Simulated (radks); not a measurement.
Problem. The mean radii <r> (bohr) of the occupied orbitals of an atom or ion are listed with their occupations. All-electron calculation, non-relativistic Kohn-Sham, PBE, spin-polarised, spherical densities, point nucleus. Program: a radial shooting solver on a logarithmic mesh with Libxc functionals.

| orbital | occ. | <r> |
|---|---|---|
| 1s up | 1 | 0.04018 |
| 1s down | 1 | 0.04018 |
| 2s up | 1 | 0.1770 |
| 2s down | 1 | 0.1770 |
| 2p up | 3 | 0.1523 |
| 2p down | 3 | 0.1523 |
| 3s up | 1 | 0.5034 |
| 3s down | 1 | 0.5034 |
| 3p up | 3 | 0.5033 |
| 3p down | 3 | 0.5033 |
| 3d up | 5 | 0.4968 |
| 3d down | 5 | 0.4967 |
| 4s up | 1 | 1.383 |
| 4s down | 1 | 1.381 |
| 4p up | 3 | 1.571 |
| 4p down | 3 | 1.565 |
| 5s up | 1 | 3.933 |

Name the element and its charge. Open shells, if any, are filled with parallel spins first.

Solution. Z = 38, strontium, charge +1: Sr+ in [Kr] 5s1. The 1s radius gives Z: for a bare nucleus <r> = 1.5/Z, 0.03947 bohr for Z = 38, and screening makes it slightly larger (0.04018 here). The occupations add up to 37, and the charge is Z minus that.
